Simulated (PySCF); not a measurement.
sulfur dioxide (O₂S), singlet, geometry from GFN2-xTB. Base run: PBE0/6-31G** (PySCF).

Geometry (Å):
```xyz
3

S      0.0139    -0.0040     0.3778
O     -0.0332     1.2224    -0.3642
O      0.0053    -1.2144    -0.3915
```
Charge 0, spin multiplicity 1.
All else is at PySCF's defaults.
Base energy -548.27383 Eh.

Each row names what was changed in the base input (with any setting that the change needs).

```csv
change,ΔE vs base (µEh),grid points,electrons on the grid
base,0.0,47048,32.00000
"grids.atom_grid = (150, 974)",-0.5,228544,32.00000
grids.radi_method = mura_knowles,0.0,44456,32.00000
grids.radi_method = delley,-0.2,49184,32.00000
grids.level = 1,109,16680,31.99981
"grids.atom_grid = (99, 590)",0.1,92120,32.00000
grids.becke_scheme = stratmann,0.0,47048,32.00000
grids.prune = dft.gen_grid.sg1_prune,118,19192,31.99968
"grids.atom_grid = (75, 302)",-0.1,41816,31.99999
grids.prune = off,-0.2,80024,32.00000
grids.level = 7,-0.4,258784,32.00000
```
